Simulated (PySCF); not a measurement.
**Dipole response of Si+ (silicon, charge +1)**

[Ne] 3s2 3p1, 2P determinant. Calculation: PySCF 2.14, in aug-cc-pV(D+d)Z (5s4p3d, 32 functions); the non-relativistic Hamiltonian (point nucleus). Coupled (time-dependent) response in atomic units; α is the mean over directions.

```
method  mean α (bohr³)         α xx, yy, zz  C₆ (like pair)  S(−4)
   UHF           19.70  19.29, 20.54, 19.29           106.8  155.3
   PBE           19.16  18.52, 20.46, 18.52           101.6  148.4
  PBE0           19.21  18.64, 20.34, 18.64           102.2  148.1
 TPSSh           19.27  18.80, 20.21, 18.80           103.9  146.1
  BLYP           19.05  18.32, 20.52, 18.32           100.5  147.8
```

S(−4) is the Cauchy moment in α(ω) = α(0) + S(−4) ω² + …

α(iu) at PBE0:

```
u (hartree)  α(iu) (bohr³)
          0          19.21
     0.0500          18.84
      0.100          17.84
      0.200          14.73
      0.300          11.47
      0.500          6.783
      0.750          3.838
       1.00          2.429
       1.50          1.236
       2.00         0.7680
       3.00         0.4052
       5.00         0.1898
```

A single London oscillator, α(iu) = α/(1 + u²/ω²), gives C₆ = (3/4) ω α². Matching the computed C₆ needs ω = 4 × 102.2 / (3 × 19.21²) = 0.369 hartree.

For an ion, C₆ is the dispersion term alone; charge-induced terms of lower order in 1/R come first.

The components differ because the open shell of this determinant is not spherical; for a pure term their mean is the scalar polarisability.
